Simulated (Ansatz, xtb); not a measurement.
# Relative energy of two isomers of C5H8ClF

Structure a: `F[C@@H]1CCC[C@@H]1Cl`, a singlet. Structure b: `F[C@@H]1CC[C@@H](Cl)C1`, a singlet. Both are isolated molecules in the gas phase, relaxed with B3LYP/def2-SVP; each stands in its lowest conformer found.

a (Å):

```yaml
atoms:
  - { symbol: C, position_ang: [-0.5845, -0.8403, 0.2522] }
  - { symbol: C, position_ang: [-1.2144, 0.5086, 0.6212] }
  - { symbol: C, position_ang: [-1.5822, 1.1670, -0.7362] }
  - { symbol: C, position_ang: [-1.2585, 0.1045, -1.8211] }
  - { symbol: C, position_ang: [-1.2433, -1.2284, -1.0758] }
  - { symbol: Cl, position_ang: [-2.9365, -1.8295, -0.7874] }
  - { symbol: F, position_ang: [-0.7183, -1.7856, 1.2391] }
  - { symbol: H, position_ang: [0.4980, -0.7243, 0.0512] }
  - { symbol: H, position_ang: [-2.1127, 0.3010, 1.2211] }
  - { symbol: H, position_ang: [-0.5382, 1.1204, 1.2358] }
  - { symbol: H, position_ang: [-2.6504, 1.4260, -0.7592] }
  - { symbol: H, position_ang: [-1.0239, 2.0978, -0.9153] }
  - { symbol: H, position_ang: [-0.2504, 0.2724, -2.2388] }
  - { symbol: H, position_ang: [-1.9627, 0.1012, -2.6643] }
  - { symbol: H, position_ang: [-0.7258, -2.0415, -1.6004] }
```

b (Å):

```xyz
15

C    -0.1174   -1.0212   -0.9702
C     0.6005    0.2732   -1.3481
C     1.4106    0.5952   -0.0858
C     0.4246    0.2933    1.0488
C    -0.4114   -0.9028    0.5396
Cl   -0.6497    1.7486    1.3468
F     0.7586   -2.0910   -1.1740
H    -1.0151   -1.2242   -1.5756
H     1.2047    0.1464   -2.2581
H    -0.1429    1.0662   -1.5300
H     2.2550   -0.1107   -0.0034
H     1.8115    1.6170   -0.0430
H     0.9095    0.1077    2.0144
H    -1.4796   -0.7619    0.7521
H    -0.0942   -1.8389    1.0244
```

Quicker runs give these differences E(b) − E(a): GFN2-xTB −18.2 kJ/mol; HF/STO-3G −7.5 kJ/mol (at GFN2-xTB geometries); r2SCAN-D4/def2-SVP −9.7 kJ/mol (at GFN2-xTB geometries).

Question: Estimate E(b) − E(a) at the level CCSD(T)/def2-SVP + ΔMP2/def2-TZVPP.

Answer: Calculated at CCSD(T)/def2-SVP + ΔMP2/def2-TZVPP: E(b) − E(a) = −12.7 kJ/mol, so structure b lies lower.

How the difference moves with the method:

```json
{"level": "GFN2-xTB", "geometry": "GFN2-xTB", "E(b) − E(a) (kJ/mol)": "−18.2", "departure from the last row (kJ/mol)": "−5.5", "job, with rough time for the two": "optimisation, 0.77 s"}
{"level": "HF/STO-3G", "geometry": "GFN2-xTB", "E(b) − E(a) (kJ/mol)": "−7.5", "departure from the last row (kJ/mol)": "+5.2", "job, with rough time for the two": "single point, 2 s"}
{"level": "r2SCAN-D4/def2-SVP", "geometry": "GFN2-xTB", "E(b) − E(a) (kJ/mol)": "−9.7", "departure from the last row (kJ/mol)": "+3.0", "job, with rough time for the two": "single point, 14 s"}
{"level": "B3LYP/def2-SVP", "geometry": "B3LYP/def2-SVP", "E(b) − E(a) (kJ/mol)": "−11.6", "departure from the last row (kJ/mol)": "+1.1", "job, with rough time for the two": "optimisation, 3.2 min"}
{"level": "HF/def2-SVP", "geometry": "B3LYP/def2-SVP", "E(b) − E(a) (kJ/mol)": "−12.2", "departure from the last row (kJ/mol)": "+0.5", "job, with rough time for the two": "part of the CCSD(T) run"}
{"level": "MP2/def2-SVP", "geometry": "B3LYP/def2-SVP", "E(b) − E(a) (kJ/mol)": "−9.8", "departure from the last row (kJ/mol)": "+2.9", "job, with rough time for the two": "part of the CCSD(T) run"}
{"level": "CCSD(T)/def2-SVP", "geometry": "B3LYP/def2-SVP", "E(b) − E(a) (kJ/mol)": "−10.0", "departure from the last row (kJ/mol)": "+2.7", "job, with rough time for the two": "single point"}
{"level": "CCSD(T)/def2-SVP + ΔMP2/def2-TZVPP", "geometry": "B3LYP/def2-SVP", "E(b) − E(a) (kJ/mol)": "−12.7", "departure from the last row (kJ/mol)": "", "job, with rough time for the two": "single point, 4.2 min"}
```

As drawn, both hold the same kinds of bond in the same numbers.

The levels shown agree on the order. The largest departure from CCSD(T)/def2-SVP + ΔMP2/def2-TZVPP is that of GFN2-xTB, 5.5 kJ/mol. The last row adds to CCSD(T) the change of the MP2 difference between the two basis sets, here −2.7 kJ/mol.

With thermal terms from frequencies at re-optimised GFN2-xTB minima (ideal gas, soft modes damped towards free rotors, one conformer each, 298.15 K, 1 atm): on the last row, ΔE + ΔZPE = −12.9, ΔH = −13.4, ΔG = −12.1 kJ/mol.

The correlated steps freeze 11 core orbitals. Programs: Ansatz 0.2.0, xtb 6.7.1; the last row on 2 threads of Intel(R) Xeon(R) Processor @ 2.50GHz (Skylake/Cascade Lake) on a shared host.
